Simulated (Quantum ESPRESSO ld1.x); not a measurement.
The rhenium ion Re2+, 73 electrons, occupied as [Xe] 4f14 5d4 6d1 (not the ground configuration).

Calculated with ld1.x of Quantum ESPRESSO 7.5: scalar-relativistic Kohn-Sham, PBE, spin-unpolarised, spherical densities, point nucleus.

Energy parts (Ry):
| part | energy |
|---|---|
| total | -33381.380 |
| kinetic | 36897.274 |
| electron-nucleus | -82515.592 |
| Hartree | 12896.252 |
| exchange-correlation | -659.313 |

Orbitals (lengths in bohr, moments of r in powers of bohr):
orbital  occ.  eigenvalue (Ry)   <1/r>
1s          2         -5269.24   88.80
2s          2         -915.020   20.77
2p          6         -798.651   18.75
3s          2         -213.187   7.694
3p          6         -178.880   7.086
3d         10         -140.020   6.690
4s          2         -45.8729   3.275
4p          6         -34.6222   2.971
4d         10         -20.5140   2.648
5s          2         -8.00025   1.297
5p          6         -5.17328   1.098
4f         14         -4.85498   2.165
5d          4         -1.98683  0.7625
6d          1         -0.64992  0.2579

The highest occupied level is 6d at -8.843 eV. The density falls to 0.001 e/bohr^3 at r = 4.75 bohr.
